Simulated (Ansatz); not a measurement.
Reaction (ligand exchange at a Ti–O bond): `C[O][Ti]([F])([F])[F]` + H₂Se → `[F][Ti]([F])([F])[SeH]` + CH₃OH

Program: Ansatz. Geometries: PBE0-D4/def2-TZVP. ΔE: electronic, gas phase. CBS: MP2 limit from def2 TZ/QZ plus the TZ coupled-cluster correction, frozen cores. This one scheme is used for every species. DFT in def2-TZVPP. For Se, Ti outer-core shells are correlated without core-valence functions, which leaves a few kJ/mol of doubt a bond. Scalar relativity is left out up to krypton. One conformer a species, not always the lowest.

CCSD(T)/CBS gives +12.3 kcal/mol.

(1) Another level gave +11.9 kcal/mol. Which?
A. ωB97M-V/def2-TZVPP
B. r2SCAN0-D4/def2-TZVPP
C. revPBE/def2-TZVPP
D. BHLYP/def2-TZVPP

(2) What do rigid-rotor, harmonic-oscillator terms from PBE0-D4/def2-TZVP frequencies (298.15 K, 1 bar) make of the CCSD(T)/CBS value? (Estimate.)

Largest T1 diagnostic among the species: 0.023, so the coupled-cluster value is less sure than usual.

## Answers

(1) B. r2SCAN0-D4 11.9, ωB97M-V 13.0, revPBE 10.8, BHLYP 14.4 kcal/mol.

(2) Computed: ΔZPE = +2.4 kcal/mol, ΔH = +14.4 kcal/mol, ΔS = 2 J/(mol·K), ΔG = +14.2 kcal/mol. Modes under 50 cm⁻¹ make the entropy rough.

Leaving LDA and LC-ωPBE aside and taking each functional with its dispersion term where it has one, the values, not all of them listed here, spread over 4.3 kcal/mol, from revPBE-D4 to CAM-B3LYP-D4. LDA lies +1.7 kcal/mol from PBE without D4. At CCSD(T), def2-SVP lies +8.1 kcal/mol from the extrapolated value and def2-TZVPP +1.2 kcal/mol.

CCSD(T)/CBS has its own doubt, a few kJ/mol and more with outer-core shells, so smaller differences from it don't rank the levels.
